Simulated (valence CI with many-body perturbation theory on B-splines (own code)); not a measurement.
## Re26+: key properties

Method: relativistic CI+MBPT: three valence electrons over a frozen Dirac-Fock core [Kr] 4d10, a basis of 8 s, 8 p, 9 d, 9 f, 6 g, 3 h, 2 i functions for each j, with the one-electron correlation potential Σ1 (screened to all orders), the two-electron term Σ2, the three-electron term Σ3, Breit, model QED; selected single and double excitations, second order for the rest (own B-spline code, finite nucleus).

The last digits are not significant, and no measured levels were compared; by estimate large intervals hold to a few tenths of a per cent, small ones and those within an open d or f shell to about a per cent. Core correlation moves these levels by up to 49000 cm⁻¹, and in measured spectra 5 to 20 % of such shifts remained as error; rates that hang on mixing are uncertain with them.

Names give the largest LS component (configuration and term), which can be under half, so a name can repeat, a term be missing and a line seem to break the LS rules; names also repeat where a configuration has a term twice.

Rates and lifetimes use the calculated energies. Strong lines usually hold to 10 to 20 %, long lifetimes can be off by a factor of two.

Q: What is the ground level?

A: 4f³ ⁴I°_9/2, composition 81 % 4f³ ⁴I° + 17 % 4f³ ²H°, g = 0.762.

Q: Name the longest-lived excited levels whose lifetime is computed, and their main decay.

A: 4f³ ⁴F°_5/2 at 6.37 eV lives 13.4 ms, mostly by M1 to 4f³ ⁴F°_3/2; 4f³ ⁴F°_7/2 at 7.26 eV lives 12.9 ms, mostly by M1 to 4f³ ⁴I°_9/2; 4f³ ⁴G°_5/2 at 7.36 eV lives 10.9 ms, mostly by M1 to 4f³ ⁴F°_3/2. The lifetime of 4f³ ⁴F°_3/2 is too uncertain to give, and may be longer.

Q: What is the ionisation energy?

A: 839.9 eV; NIST lists 860 ± 40 eV (theoretical).

Q: How is the term ⁴I° of the ground level split?

A: J = 9/2 at 0.00, J = 11/2 at 2.81, J = 13/2 at 5.12, J = 15/2 at 7.07 eV.

Q: How well does LS coupling describe the low levels?

A: Among the lowest 20 levels the leading LS term, summed over configurations, holds 64 % on average. For single configurations the figures are 64 % in LS and 73 % in jj coupling. Terms mix most in the J = 3/2 level at 10.45 eV, where the leading one holds 30 %.

Q: Where does the other parity begin?

A: At 4f²5s ⁴H_7/2, 124.76 eV.
